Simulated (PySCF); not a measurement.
**Radial density of As²⁺ (arsenic, charge +2)**

UHF, [Ar] 3d10 4s2 4p1, 2P determinant. All numbers are calculated (PySCF 2.14, scalar relativity through the core potential, in cc-pVDZ-PP with ECP10MDF). This is the valence pseudo-density: the core potential removes the inner electrons and smooths the orbitals near the nucleus.

```
r (bohr)  4πr²ρ (e/bohr)  4πr²(ρα − ρβ)
0.000667       1.174e-05         0.0000
 0.00112       3.317e-05         0.0000
 0.00189       9.344e-05         0.0000
 0.00317       0.0002612         0.0000
 0.00534       0.0007151         0.0000
 0.00898        0.001851         0.0000
  0.0151        0.004205         0.0000
  0.0254        0.007953         0.0000
  0.0427         0.01781         0.0000
  0.0719          0.1043         0.0000
   0.121          0.9188        -0.0001
   0.203           5.586         0.0054
   0.342           21.19         0.0617
   0.575           28.99         0.0499
   0.968           9.278         0.0706
    1.63           2.527         0.5387
    2.74          0.6885         0.3073
    4.61         0.02925         0.0193
    7.75       5.259e-05         0.0000
```

Energies and moments cover only the electrons outside the core potential.
